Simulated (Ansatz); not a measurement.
One change: `O=CC(F)[TeH]` becomes `NC(F)[TeH]`.

Ansatz, PBE0-D4/def2-TZVP geometries, multiplicity 1. Each molecule was computed in one conformer, which needn't be the lowest.

Elements past krypton have def2 core potentials.

| property | `O=CC(F)[TeH]` |
| --- | --- |
| HOMO–LUMO gap (ωB97M-V/def2-TZVPP) / eV | 9.29 |
| size of the dipole moment (B3LYP/def2-TZVPP) / D | 3.26 |
| LUMO energy (PBE0/def2-TZVPP) / eV | -1.81 |
| HOMO energy (ωB97M-V/def2-TZVPP) / eV | -9.12 |
| HOMO energy (B3LYP/def2-TZVPP) / eV | -6.80 |
| HOMO energy (PBE/def2-TZVPP) / eV | -5.95 |

(1) Give the same properties after the change, and the shifts. (Estimate.)

Answers

(1) Computed: 
| property | `NC(F)[TeH]` | shift |
| --- | --- | --- |
| HOMO–LUMO gap (ωB97M-V/def2-TZVPP) / eV | 9.35 | 0.06 |
| size of the dipole moment (B3LYP/def2-TZVPP) / D | 2.31 | -0.95 |
| LUMO energy (PBE0/def2-TZVPP) / eV | -0.93 | 0.88 |
| HOMO energy (ωB97M-V/def2-TZVPP) / eV | -8.48 | 0.64 |
| HOMO energy (B3LYP/def2-TZVPP) / eV | -6.13 | 0.67 |
| HOMO energy (PBE/def2-TZVPP) / eV | -5.26 | 0.69 |

With PBE0 the HOMO rises by 0.67 eV and the LUMO rises by 0.88 eV, so the gap widens by about 0.21 eV. PBE moves the HOMO by 0.69 eV and ωB97M-V by 0.64 eV. Dipoles are sizes alone; their direction can turn.

B3LYP here is the variant with VWN-RPA as its local correlation; programs differ in this.

Spin–orbit coupling is left out; it splits and shifts lone-pair levels of the heavy atoms by tenths of an eV.
